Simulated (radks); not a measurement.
Task: The aluminium ion Al2+, [Ne] 3s1. Calculated with a radial shooting solver on a logarithmic mesh with Libxc functionals: non-relativistic Kohn-Sham, PBE, spin-polarised, spherical densities, point nucleus. Every spin shell is full or empty, so the densities are truly spherical. Functionals are evaluated on that one density, not self-consistently. Rank these orbital-free kinetic functionals by their error against the exact value of the orbitals, and give that value: Thomas-Fermi, von Weizsacker, TF + vW, TF + vW/9, TF + vW/5, LC94, revAPBEK, Perdew 92, Thakkar, Pearson, LKT, PG1, DePristo-Kress, Ernzerhof.

Result: Exact: 240.969 hartree. From best to worst, with 100 (|E| - |E exact|)/|E exact| (equal figures are ties): Thakkar +0.01, DePristo-Kress +0.04, LC94 +0.15, Ernzerhof +0.29, Perdew 92 -0.47, TF + vW/9 -0.49, revAPBEK +0.69, Pearson -1.83, TF + vW/5 +5.29, Thomas-Fermi -7.71, PG1 +27.30, LKT +33.43, von Weizsacker -34.98, TF + vW +57.31.
